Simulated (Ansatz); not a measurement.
NbS2⁺, relaxed as a singlet with RKS r2SCAN-D4/def2-TZVP in Ansatz, starting from the GFN2-xTB geometry. Force threshold 0.02 eV/Å.

In the def2 sets Nb takes a core potential; there is no spin–orbit coupling. The restricted singlet is unstable: a solution with broken spin symmetry lies lower. The relaxation made no stability test and no search for a lower SCF solution. At r2SCAN-D4/def2-TZVP a triplet of charge 1 lies 1.34 eV below the restricted singlet, each at its own geometry. The structure comes from a short search, and lower isomers may exist.

Start:

```tsv
atom	x (Å)	y (Å)	z (Å)
Nb1	0.7307	0.7241	1.1152
S2	0.3174	-1.1060	-0.5223
S3	-1.0481	0.3819	-0.5929
```

Q: Estimate the energy that the relaxation releases and the steps that it takes.

A: 17.8 kcal/mol, in 4 steps; 6 s on 4 threads of Intel Xeon Platinum 8488C on a shared host. No frequencies were taken in this run, so the end may be a saddle point.

Q: Does the start keep its bonding and symmetry?

A: By distances, no bond broke or formed. The bond that changes most is Nb1–S2, from 2.49 to 2.23 Å (atoms count from 1). Point group C2v at the start, C2v at the end, both within 0.05 Å.

Q: Predict the relaxed structure.

A: 
```csv
atom,x (Å),y (Å),z (Å)
Nb1,0.6369,0.6310,0.9720
S2,0.3776,-1.0738,-0.4499
S3,-1.0146,0.4428,-0.5221
```
Bond lengths: 2 × Nb–S 2.23 Å; 1 × S–S 2.06 Å.
